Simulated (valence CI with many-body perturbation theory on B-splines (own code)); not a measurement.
**E1 transitions of Dy16+**

Method: configuration interaction combined with many-body perturbation theory (CI+MBPT): four valence electrons over a frozen Dirac-Fock core [Kr] 4d10, radial functions for each j: 7 s, 7 p, 7 d, 7 f, 4 g, 2 h, with the one-electron correlation potential Σ1 (screened to all orders), the two-electron term Σ2, the three-electron term Σ3, Breit, model QED; selected single and double excitations, second order for the rest, scaled by the run's own slope (own B-spline code, finite nucleus).

No measured spectrum was set against this ion. As an estimate, terms of the open shell hold to a few per cent of their energy, and close levels can change places.

Lines 1 to 50 of 574 in falling wavelength, among levels below 291530 cm⁻¹, chosen from the strongest by gf and those to the six lowest levels. Wavelengths and rates use the calculated energies, so an error of 2000 cm⁻¹ moves a line at 3382 Å by 6.8 % and its rate by three times that or more. Electric multipoles are in the length gauge, E1 and E2 with the static RPA response of the core. Weak lines are less certain than strong ones. Lines between different terms over intervals too small for the method are left out, as are lines whose strength nearly cancels. Where a level lies close to another of its J and parity, the split of strength between their lines is uncertain. The highest levels of a list are the least certain.

Names give the largest LS component (configuration and term), which can be under half, so a name can repeat, a term be missing and a line seem to break the LS rules; names also repeat where a configuration has a term twice. Letters in brackets count levels of one name in rising energy.

```tsv
λ vac (Å)	Upper	Lower	A (s⁻¹)	S (a.u.) with core polarisation	S without
3382	4f3.5s 3I°_7 [b]	4f4 3H_6 [d]	2.47e+02	7.07e-05	8.02e-05
2931	4f3.5s 1I°_6	4f4 3H_6 [d]	3.52e+02	5.69e-05	6.22e-05
2833	4f3.5s 3H°_6 [b]	4f4 1I_6 [c]	7.44e+02	1.09e-04	1.21e-04
2784	4f3.5s 3I°_6 [b]	4f4 1H_5	2.60e+02	3.60e-05	4.00e-05
2720	4f3.5s 3I°_5	4f4 3K_6 [b]	6.33e+02	6.92e-05	7.00e-05
2554	4f3.5s 1H°_5 [b]	4f4 1I_6 [c]	1.23e+03	1.12e-04	1.18e-04
2461	4f3.5s 3H°_6 [b]	4f4 3H_6 [d]	4.33e+02	4.14e-05	4.76e-05
2382	4f3.5s 3I°_6 [a]	4f4 3K_7 [b]	1.52e+03	1.32e-04	1.37e-04
2335	4f3.5s 3D°_3 [b]	4f4 3F_4 [c]	7.76e+02	3.41e-05	3.55e-05
2247	4f3.5s 1H°_5 [b]	4f4 3H_6 [d]	7.05e+02	4.34e-05	4.44e-05
2215	4f3.5s 3D°_1 [b]	4f4 3F_2 [d]	1.96e+03	3.15e-05	3.26e-05
2208	4f3.5s 1G°_4 [b]	4f4 1G_4 [d]	2.89e+03	1.38e-04	1.46e-04
2112	4f3.5s 3D°_3 [c]	4f4 3F_4 [c]	1.33e+03	4.33e-05	4.67e-05
1998	4f3.5s 3I°_7 [a]	4f4 3K_8 [b]	3.11e+03	1.84e-04	1.93e-04
1956	4f3.5s 3H°_6 [b]	4f4 1H_5	1.17e+03	5.63e-05	5.94e-05
1791	4f3.5s 1D°_2 [b]	4f4 3F_3 [d]	1.77e+03	2.51e-05	2.75e-05
1772	4f3.5s 1D°_2 [a]	4f4 1D_2 [d]	2.20e+03	3.02e-05	3.15e-05
1724	4f3.5s 3F°_2 [a]	4f4 3F_2 [c]	1.94e+03	2.46e-05	2.43e-05
1704	4f3.5s 3G°_5 [d]	4f4 1I_6 [c]	9.39e+02	2.52e-05	2.48e-05
1680	4f3.5s 1G°_4 [a]	4f4 3G_4 [c]	1.12e+03	2.36e-05	2.44e-05
1663	4f3.5s 3G°_4 [c]	4f4 3H_5 [d]	1.16e+03	2.37e-05	2.41e-05
1641	4f3.5s 3G°_4 [a]	4f4 3H_5 [c]	9.37e+02	1.84e-05	1.94e-05
1611	4f3.5s 1K°_7	4f4 1L_8 [b]	5.36e+03	1.66e-04	1.72e-04
1606	4f3.5s 3K°_7	4f4 3K_7 [b]	1.12e+03	3.43e-05	3.68e-05
1598	4f3.5s 3I°_7 [b]	4f4 1I_6 [b]	1.34e+03	4.04e-05	4.50e-05
1592	4f3.5s 3D°_2 [a]	4f4 1F_3	2.07e+03	2.06e-05	2.12e-05
1585	4f3.5s 3F°_3 [a]	4f4 3F_3 [c]	2.05e+03	2.82e-05	2.74e-05
1568	4f3.5s 3F°_2 [a]	4f4 3G_3 [b]	4.73e+03	4.50e-05	4.60e-05
1565	4f3.5s 3K°_6	4f4 3K_6 [b]	1.39e+03	3.41e-05	3.78e-05
1562	4f3.5s 3G°_5 [d]	4f4 3H_6 [d]	8.72e+02	1.80e-05	1.76e-05
1535	4f3.5s 3G°_3 [c]	4f4 3H_4 [d]	4.56e+03	5.69e-05	6.12e-05
1512	4f3.5s 3F°_4 [a]	4f4 3G_5 [c]	2.67e+03	4.09e-05	4.19e-05
1505	4f3.5s 3F°_4 [a]	4f4 3H_4 [b]	1.45e+03	2.20e-05	2.29e-05
1493	4f3.5s 3K°_8	4f4 3K_8 [b]	1.60e+03	4.47e-05	4.59e-05
1490	4f3.5s 1I°_6	4f4 1I_6 [b]	1.53e+03	3.24e-05	3.35e-05
1484	4f3.5s 5F°_5 [a]	4f4 5D_4	2.84e+03	5.05e-05	5.45e-05
1475	4f3.5s 3H°_4 [a]	4f4 3F_3 [b]	1.40e+03	1.99e-05	2.06e-05
1470	4f3.5s 5F°_2	4f4 5D_1	2.81e+03	2.20e-05	2.29e-05
1460	4f3.5s 5F°_3	4f4 5D_2	3.97e+03	4.26e-05	4.49e-05
1447	4f3.5s 1G°_4 [a]	4f4 1G_4 [b]	1.53e+03	2.06e-05	2.05e-05
1446	4f3.5s 5F°_4	4f4 5D_3	1.96e+03	2.64e-05	2.76e-05
1440	4f3.5s 3G°_4 [a]	4f4 3G_4 [b]	1.19e+03	1.58e-05	1.74e-05
1439	4f3.5s 3F°_3 [b]	4f4 3D_2 [b]	3.43e+03	3.53e-05	3.74e-05
1427	4f3.5s 3G°_4 [a]	4f4 3G_3 [b]	1.26e+03	1.62e-05	1.75e-05
1418	4f3.5s 3F°_3 [a]	4f4 3G_4 [b]	3.67e+03	3.61e-05	3.88e-05
1416	4f3.5s 5F°_4	4f4 3F_3 [b]	1.58e+03	2.00e-05	2.24e-05
1416	4f3.5s 3D°_1 [b]	4f4 1D_2 [d]	3.80e+03	1.60e-05	1.71e-05
1369	4f3.5s 3G°_5 [a]	4f4 3G_5 [c]	1.24e+03	1.73e-05	1.87e-05
1363	4f3.5s 1H°_5 [b]	4f4 1G_4 [c]	1.18e+03	1.62e-05	1.69e-05
1358	4f3.5s 3H°_6 [b]	4f4 1I_6 [b]	1.70e+03	2.74e-05	2.87e-05
```
